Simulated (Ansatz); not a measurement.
Job for Ansatz (a quantum-chemistry and plane-wave program): R-CCSD(T)/aug-cc-pVDZ on GeH4 (SMILES [GeH4]). The run froze 14 orbitals, filled d shells among them.

Ansatz 0.2 input:
```yaml
crystal:
  periodic: [false, false, false]
  atoms:
    - {symbol: Ge, position_ang: [-0.10565700, 0.10956165, 3.75704478]}
    - {symbol: H, position_ang: [1.09463789, 0.84062693, 3.13799858]}
    - {symbol: H, position_ang: [-0.27779779, 0.56166576, 5.21633339]}
    - {symbol: H, position_ang: [0.13452201, -1.40539714, 3.71441956]}
    - {symbol: H, position_ang: [-1.37640897, 0.45369897, 2.96638513]}
basis:
  gaussian:
    orbitals: aug-cc-pVDZ
magnetization: {spin_polarized: false}
correlation: {method: ccsd_t, electrons: outside_noble_gas}
scf: {lower_state_search: off}
```

Question: Give the final energy of this run.

Answer: -2077.7952 hartree (reference determinant -2077.6439, T1 diagnostic 0.010).
